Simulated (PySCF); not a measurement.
# Potential energy of GdN along the bond

Set-up: Gd x2c-TZVPall, N x2c-TZVPall; spin-free X2C with a Gaussian nucleus (PySCF 2.14). Energies in eV from Gd (4f7 5d1 6s2) + N in their ground configurations at the same level. State: octet, about 7.3 electrons in the 4f shell (Mulliken).

All columns are LDA. A positive dipole means Gd(−)N(+).

```tsv
R (Å)	E (eV)	μ (D)	Mulliken charge on Gd (basis-dependent)	HOMO (eV)	LUMO (eV)	Mayer bond order	⟨S²⟩
1.511	-5.027	-5.21	0.39	-2.96	-2.52	3.03	15.76
1.581	-5.835	-5.56	0.45	-3.15	-2.64	3.02	15.77
1.652	-6.282	-5.93	0.50	-3.33	-2.78	3.01	15.77
1.704	-6.437	-6.13	0.53	-3.44	-2.89	3.00	15.78
1.757	-6.475	-6.26	0.55	-3.54	-3.00	2.99	15.79
1.810	-6.421	-6.30	0.57	-3.65	-3.12	2.98	15.81
1.880	-6.246	-6.29	0.59	-3.80	-3.30	2.96	15.85
1.968	-5.912	-6.26	0.59	-4.00	-3.49	2.93	15.91
2.073	-5.409	-6.28	0.58	-4.12	-3.66	2.85	16.03
2.214	-4.658	-6.39	0.55	-4.05	-3.89	2.72	16.20
```

A fit through these points gives, at Re = 1.750 Å, μ = -6.24 D and dμ/dR = -1.72 D/Å; the reduced mass is 12.86 u.

How strong is the fundamental in the double-harmonic approximation, I = 42.26·(dμ/dR)²/μred km/mol?

I = 42.26·(-1.72)²/12.86 = 9.72 km/mol at LDA.

⟨S²⟩ of the unrestricted solution departs from its pure value on part of the curve, where spin states mix. Spin–orbit coupling is left out, which matters for elements this heavy, above all for dissociation energies. The state is the lowest single determinant that the PBE0 search found; with open d or f shells the true ground state can be another one.
